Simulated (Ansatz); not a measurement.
Relaxation of CH$_{5}$AlBClO (10 atoms, charge 0, multiplicity 1), to a largest force component of 0.02 eV/Å in at most 50 steps.

Computed with Ansatz 0.2.0, RKS PBE/STO-3G.

```xyz
10
Properties=species:S:1:pos:R:3:forces:R:3
C 0.449 -1.789 0.840 -1.85 4.23 -0.65
Al 0.520 -0.145 -0.349 1.40 -1.76 0.31
Cl 2.280 0.174 -1.620 -1.11 -0.30 0.89
B -0.947 1.237 -0.391 -1.76 1.72 -0.59
O -0.935 2.392 -1.270 -0.04 -1.81 1.39
H 1.318 -2.340 0.714 2.24 -1.88 -0.02
H 0.326 -1.417 1.888 0.13 -0.54 -0.53
H -0.447 -2.329 0.532 -0.23 -0.54 0.12
H -1.974 1.072 0.327 1.18 0.23 -0.83
H -0.507 3.095 -0.668 0.04 0.65 -0.08
```

Where does it end, and by what steps?

The forces met the threshold. Limits of this set-up: minimal basis. After 21 steps the energy has fallen by 1.894 eV; H9 moved furthest, 1.86 Å.

```json
{"step": "0", "energy less start (eV)": "0.0000", "largest force component (eV/Å)": "4.230", "accepted": "yes"}
{"step": "1", "energy less start (eV)": "-0.5465", "largest force component (eV/Å)": "1.311", "accepted": "yes"}
{"step": "2", "energy less start (eV)": "-0.8928", "largest force component (eV/Å)": "2.323", "accepted": "yes"}
{"step": "3", "energy less start (eV)": "-1.2866", "largest force component (eV/Å)": "2.969", "accepted": "yes"}
{"step": "4", "energy less start (eV)": "-1.6149", "largest force component (eV/Å)": "1.926", "accepted": "yes"}
{"step": "5", "energy less start (eV)": "-1.7793", "largest force component (eV/Å)": "0.852", "accepted": "yes"}
{"step": "6", "energy less start (eV)": "-1.8352", "largest force component (eV/Å)": "0.380", "accepted": "yes"}
{"step": "7", "energy less start (eV)": "-1.8517", "largest force component (eV/Å)": "0.164", "accepted": "yes"}
{"step": "8", "energy less start (eV)": "-1.8522", "largest force component (eV/Å)": "0.468", "accepted": "yes"}
{"step": "9", "energy less start (eV)": "-1.8665", "largest force component (eV/Å)": "0.247", "accepted": "yes"}
{"step": "10", "energy less start (eV)": "-1.8604", "largest force component (eV/Å)": "0.827", "accepted": "no"}
{"step": "11", "energy less start (eV)": "-1.8763", "largest force component (eV/Å)": "0.243", "accepted": "yes"}
{"step": "12", "energy less start (eV)": "-1.8791", "largest force component (eV/Å)": "0.289", "accepted": "yes"}
{"step": "13", "energy less start (eV)": "-1.8782", "largest force component (eV/Å)": "0.602", "accepted": "no"}
{"step": "14", "energy less start (eV)": "-1.8847", "largest force component (eV/Å)": "0.059", "accepted": "yes"}
{"step": "15", "energy less start (eV)": "-1.8878", "largest force component (eV/Å)": "0.040", "accepted": "yes"}
{"step": "16", "energy less start (eV)": "-1.8902", "largest force component (eV/Å)": "0.153", "accepted": "yes"}
{"step": "17", "energy less start (eV)": "-1.8911", "largest force component (eV/Å)": "0.221", "accepted": "yes"}
{"step": "18", "energy less start (eV)": "-1.8925", "largest force component (eV/Å)": "0.161", "accepted": "yes"}
{"step": "19", "energy less start (eV)": "-1.8937", "largest force component (eV/Å)": "0.030", "accepted": "yes"}
{"step": "20", "energy less start (eV)": "-1.8937", "largest force component (eV/Å)": "0.034", "accepted": "yes"}
{"step": "21", "energy less start (eV)": "-1.8938", "largest force component (eV/Å)": "0.020", "accepted": "yes"}
```

```xyz
10
Properties=species:S:1:pos:R:3
C 0.334 -1.822 0.598
Al 0.689 -0.067 -0.096
Cl 2.676 0.221 -0.744
B -0.553 1.542 -0.190
O -1.295 1.744 -1.322
H 1.133 -2.545 0.365
H 0.229 -1.798 1.698
H -0.611 -2.233 0.202
H -0.649 2.312 0.711
H -1.870 2.596 -1.220
```

Run time: 64 s on 1 thread of Arm Neoverse V1, on a shared host, peak memory 0.17 GiB.
